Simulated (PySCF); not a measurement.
Structure problem from calculated spectra and properties.

Elements present: C, Cl, H and O. Monoisotopic mass: 130.0185 u.

| Property | Result |
| --- | --- |
| Valence photoelectron | vertical ionisation energy: 8.93 eV [ΔSCF B3LYP/def2-SVPD] |
| Triplet | lowest triplet excitation (Tamm–Dancoff): 3.02 eV [TDA B3LYP/def2-SVPD] |
| UV, strongest line | among the 10 lowest singlet transitions: S3 at 5.47 eV (226 nm, f = 0.292) [TDDFT B3LYP/def2-SVPD] |
| NMR, other nuclei | isotropic shieldings of nuclei other than C and H, by class: -261 (1 O), 445 (1 Cl) ppm [GIAO B97-2/pcSseg-1] |
| 13C NMR | chemical shifts (computed TMS as zero) by class: 173.5 (1 C), 143.9 (1 C), 141.9 (1 C), 138.5 (1 C), 123.0 (1 C), 18.2 (1 C) ppm [GIAO B97-2/pcSseg-1] |
| Dipole | 3.05 D [B3LYP/def2-SVPD] |
| Rotational structure | rotational constants A, B, C: 2.010, 1.488, 1.006 GHz [PBE0-D3(BJ)/def2-SVP] |

The electronic properties come from PySCF, for the isolated species, density fitting. Levels stand in brackets. The structure is a single PBE0-D3(BJ)/def2-SVP conformer in the gas phase; no vibrational or solvent corrections. Each NMR value is the plain mean over a class of atoms that symmetry, rotation or inversion makes alike.

Question: Which formula fits the mass and the elements?

Answer: C6H7ClO (calculated 130.0185). No other formula that holds each of these elements comes within 0.0003 u with a fitting electron parity and a possible valence count.

Question: Propose a structure and show how it fits.

Answer: Numbering: `[CH2:1]=[CH:2]/[C:3](=[CH:4]/[CH3:5])[C:6](=[O:7])[Cl:8]`. Its formula, C6H7ClO, gives 3 degrees of unsaturation: 0 rings and 3 π bonds in the structure found. 6 carbons fall into 6 classes; from least to most shielded: acyl halide carbon [C6] (173.5 ppm), alkene CH carbon [C4] (143.9 ppm), fully substituted alkene carbon [C3] (141.9 ppm), alkene CH carbon [C2] (138.5 ppm), terminal =CH2 carbon [C1] (123.0 ppm), allylic carbon [C5] (18.2 ppm). The other shieldings belong to: -261 ppm, carbonyl oxygen [O7]; 445 ppm, chlorine bonded to C [Cl8]. The first electron is taken from the HOMO, whose largest Löwdin shares are 0.26 on the terminal =CH2 carbon, 0.19 on each of 2 atoms of one kind (alkene CH carbon) and 0.16 on the fully substituted alkene carbon. The optimised geometry has point group C1 and is an asymmetric top. Structure: `C=C/C(=C/C)C(=O)Cl`. The assignments are read from this structure; whether some other isomer fits the data as well wasn't checked.

The values belong to the conformer `[CH2:1]=[CH:2]/[C:3](=[CH:4]/[CH3:5])[C:6](=[O:7])[Cl:8]`: C1–C2–C3–C4 -172°, C2–C3–C6–O7 -128°.
